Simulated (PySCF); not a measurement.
**Ce(III) with different ligands**

Computed with PySCF 2.14.0, PBE0, def2-SVP on the ligands, density fitting, scalar-relativistic core potentials, no spin-orbit coupling, vacuum. The metal has lcecp-1-SVP with ECP47. Each complex is relaxed within the symmetry of a template of the same shape. Distances are means of the shortest metal–ligand contacts, charges and spins Mulliken's; removal energies are rigid, with the ligand's formal charge and no counterpoise, so too large; for an anion taken off a cation in vacuum most of it is the attraction of opposite charges, and multiply charged cations can part far more cheaply with an electron moved from ligand to metal. lcecp potentials hold a fixed number of 4f electrons in the core, out of states, spins and gaps.

```csv
complex,point group,M–first ligand (Å),charge on M (e),dipole (D),removal of one first-named ligand (eV),"strongest infrared band, degenerate modes summed (cm⁻¹)",unstable modes (below −25 cm⁻¹)
Ce(OH)3(H2O),C1,2.168,1.06,4.31,10.13,–,1 (soft)
CeCl3(NH3),C3v,2.609,0.90,4.81,8.60,329,0
CeF3(H2O),Cs,2.126,1.29,6.89,10.65,537,0
Ce(NH2)3(H2O),Cs,2.298,0.88,4.48,9.52,–,not given
```

(1) What does the calculation give for CeF3(NH3)?

Members with unstable modes aren't minima as they stand: saddle points kept by symmetry or, where the modes are soft, flat surfaces and noise. One start shape was tried for each, so a minimum needn't be the lowest isomer.

## Answers

(1) point group: C3v, M–first ligand (Å): 2.135, charge on M (e): 1.26, dipole (D): 4.74, removal of one first-named ligand (eV): 10.59, strongest infrared band, degenerate modes summed (cm⁻¹): 536, unstable modes (below −25 cm⁻¹): 0.
```xyz
8

Ce    0.1522   -0.1522    0.1522
F     1.1037    1.5057    1.1037
F    -1.5057   -1.1037    1.1037
F     1.1037   -1.1037   -1.5057
N    -1.3857    1.3857   -1.3857
H    -1.9960    1.9960   -0.8392
H    -0.8392    1.9960   -1.9960
H    -1.9960    0.8392   -1.9960
```
